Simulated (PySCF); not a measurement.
Species: C₈H₁₅ClO.
Numbering: `[CH3:1][O:2][CH2:3][C@@H:4]1[CH2:5][CH2:6][CH2:7][CH2:8][C@H:9]1[Cl:10]` (hydrogens: H11, H12, H13 on C1; H14, H15 on C3; H16 on C4; H17, H18 on C5; H19, H20 on C6; H21, H22 on C7; H23, H24 on C8; H25 on C9)

Computed by this run: PBE0-D3(BJ)/def2-SVP geometry optimisation, gas phase in PySCF 2.14.0; density fitting, grid level 1; the optimiser is geomeTRIC in internal coordinates, started from a GFN2-xTB structure with every atom displaced at random (about 0.01 Å).

Step 0: E = -23083.3155 eV
```
atom  x, y, z in Å  |  force x, y, z in eV/Å
C1      3.5391   -0.2579    0.3183   -2.328   1.258  -0.612
O2      2.1116   -0.2983    0.2687    0.347   0.086  -0.073
C3      1.5124    0.9073   -0.1758    1.599  -0.097   0.835
C4      0.0458    0.7454   -0.2497   -1.549  -0.460   0.318
C5     -0.5518    0.3768    1.1219   -0.365   1.374  -0.016
C6     -2.0637    0.1791    1.0806    0.344  -0.500   0.014
C7     -2.3976   -0.9285    0.0920   -0.702   0.256  -0.420
C8     -1.8547   -0.5674   -1.2980   -0.535  -0.366   0.584
C9     -0.3695   -0.3514   -1.2192    0.529  -0.219  -0.494
Cl10    0.1985    0.0726   -2.8705    0.231   0.030  -0.461
H11     3.9223   -0.0083   -0.6722    0.409  -0.029  -0.405
H12     3.8667   -1.2147    0.6345    0.553  -1.221   0.442
H13     3.8370    0.5285    1.0081    0.473   0.288   0.468
H14     1.7548    1.7278    0.5433   -0.017  -0.091  -0.195
H15     1.9301    1.1794   -1.1504    0.069   0.192  -0.365
H16    -0.4195    1.7030   -0.5840    0.268  -0.296   0.022
H17    -0.3052    1.1980    1.8269    0.037  -0.249  -0.046
H18    -0.0702   -0.5197    1.4822    0.375  -0.594   0.279
H19    -2.4259   -0.0971    2.0815   -0.058   0.097   0.094
H20    -2.5760    1.1084    0.7846    0.004   0.065   0.001
H21    -3.5046   -1.0645    0.0263    0.490  -0.086   0.058
H22    -1.9556   -1.8899    0.4182   -0.101   0.123   0.023
H23    -2.3388    0.3524   -1.6698    0.036   0.002   0.040
H24    -2.1044   -1.3670   -2.0118    0.167   0.033  -0.082
H25     0.1749   -1.2899   -0.9653   -0.277   0.403  -0.010
```

Step 1: E = -23083.4661 eV
```
atom  x, y, z in Å  |  force x, y, z in eV/Å
C1      3.4846   -0.2179    0.4273    0.233  -0.486  -0.025
O2      2.1080   -0.2951    0.2521   -0.010   0.101   0.010
C3      1.5439    0.8835   -0.2395   -0.375   0.215  -0.022
C4      0.0245    0.7246   -0.2936    0.392   0.111   0.018
C5     -0.5177    0.3838    1.0996   -0.059  -0.332  -0.136
C6     -2.0245    0.1685    1.1040   -0.016   0.060   0.025
C7     -2.4039   -0.9197    0.1096    0.020  -0.035  -0.041
C8     -1.9055   -0.5806   -1.2899    0.066   0.168  -0.055
C9     -0.4037   -0.3347   -1.3019   -0.121   0.018   0.047
Cl10    0.1019    0.1347   -2.9785   -0.027  -0.053   0.154
H11     3.9881    0.1152   -0.5004    0.070   0.039   0.005
H12     3.8399   -1.2447    0.6554   -0.021   0.380   0.030
H13     3.7895    0.4677    1.2507   -0.151  -0.106  -0.124
H14     1.7824    1.7436    0.4201    0.049  -0.020   0.048
H15     1.9352    1.1289   -1.2483    0.005  -0.078   0.056
H16    -0.3947    1.6893   -0.6283   -0.023   0.049   0.017
H17    -0.2261    1.1754    1.8058    0.028   0.033   0.032
H18    -0.0190   -0.5498    1.4305   -0.045   0.241   0.026
H19    -2.3616   -0.1028    2.1170   -0.024   0.013   0.010
H20    -2.5382    1.1129    0.8422    0.003  -0.057  -0.002
H21    -3.4928   -1.0864    0.0820    0.009   0.035   0.038
H22    -1.9498   -1.8720    0.4351   -0.022  -0.038   0.008
H23    -2.4089    0.3356   -1.6538    0.051  -0.084   0.019
H24    -2.1442   -1.3798   -2.0041   -0.044  -0.059  -0.053
H25     0.1481   -1.2563   -1.0726    0.013  -0.113  -0.086
```

**Question.** Estimate the geometry and energy of step 2. (The exact step hangs on the optimiser's Hessian estimate; all steps are aligned on step 1, rigid shifts and turns removed.)

**Answer.** E = -23083.4883 eV, largest force 0.155 eV/Å
```
atom  x, y, z in Å  |  force x, y, z in eV/Å
C1      3.5050   -0.2308    0.3745   -0.003  -0.003   0.011
O2      2.1195   -0.2920    0.2482    0.019  -0.095  -0.006
C3      1.5404    0.8947   -0.2102   -0.084   0.052  -0.048
C4      0.0279    0.7259   -0.2671    0.151  -0.015   0.030
C5     -0.5396    0.3859    1.1160   -0.035  -0.034  -0.042
C6     -2.0473    0.1696    1.0966    0.035   0.004   0.014
C7     -2.4142   -0.9213    0.1003    0.009  -0.027  -0.018
C8     -1.8913   -0.5839   -1.2914    0.007   0.023   0.009
C9     -0.3910   -0.3433   -1.2741   -0.009  -0.012   0.005
Cl10    0.1406    0.1178   -2.9380    0.010  -0.010  -0.029
H11     3.9970    0.0899   -0.5650   -0.027  -0.002  -0.010
H12     3.8756   -1.2353    0.6308   -0.059   0.049   0.012
H13     3.8103    0.4725    1.1747    0.036   0.008  -0.008
H14     1.7901    1.7448    0.4593    0.002  -0.035   0.039
H15     1.9253    1.1441   -1.2183   -0.009   0.038   0.011
H16    -0.3936    1.6904   -0.6042   -0.019  -0.017  -0.015
H17    -0.2639    1.1868    1.8207   -0.005   0.013   0.014
H18    -0.0404   -0.5309    1.4719    0.017   0.030   0.031
H19    -2.4056   -0.0918    2.1053    0.000   0.005  -0.002
H20    -2.5562    1.1095    0.8166    0.001   0.000  -0.001
H21    -3.5040   -1.0761    0.0604   -0.008   0.015   0.009
H22    -1.9755   -1.8785    0.4354   -0.013  -0.003  -0.008
H23    -2.3813    0.3325   -1.6635   -0.011  -0.005  -0.001
H24    -2.1249   -1.3832   -2.0112    0.006   0.003   0.003
H25     0.1526   -1.2733   -1.0469   -0.013   0.018   0.002
```

The energy changes by -0.0222 eV. The first-order estimate −F·Δx gives -0.0419 eV and the mean of the old and new forces, exact on a quadratic surface, -0.0224 eV. The step makes an angle of 79° with the force vector and moves no atom by more than 0.079 Å.

The cost below is that of the whole optimisation. Hardware: AMD EPYC 9R45, one thread, no GPU (shared host). Cost: 2.2 min wall, 1.1 GiB resident at most.
